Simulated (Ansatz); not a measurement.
System: BBr$_{2}$F, charge 0, singlet. BBr2F (dibromo(fluoro)borane, SMILES FB(Br)Br).
B3LYP-D3(BJ)/def2-TZVP minimum from Ansatz (a quantum-chemistry and plane-wave program):
```
B
F 1 1.3109
Br 1 1.9120 2 119.04
Br 1 1.9120 2 119.04 3 -180.00
```
Charge 0, spin multiplicity 1.

Total energies in cc-pVDZ, 24 correlated electrons, 30 frozen orbitals. Radicals and triplets start from unrestricted determinants; spin-orbit coupling is neglected. Cores are frozen in correlated methods (noble-gas shells, and filled d and f shells in the p block). No relativity. Spin-orbit terms, left out, reach several kcal/mol for Br and I, and more for heavier atoms.

| method | program | energy (Eh) | minus CCSDT(Q) (mEh) |
|---|---|---|---|
| HF | Ansatz | -5269.03169 | 531.79 |
| MP2 | Ansatz | -5269.52691 | 36.56 |
| CCSD | Ansatz | -5269.54918 | 14.29 |
| CCSD(T) | Ansatz | -5269.56174 | 1.74 |
| CCSDT(Q) | Ansatz | -5269.56347 | 0.00 |

Rough core times of Ansatz's runs on a shared machine: CCSD(T) under 20 s, CCSDT(Q) 3 min.
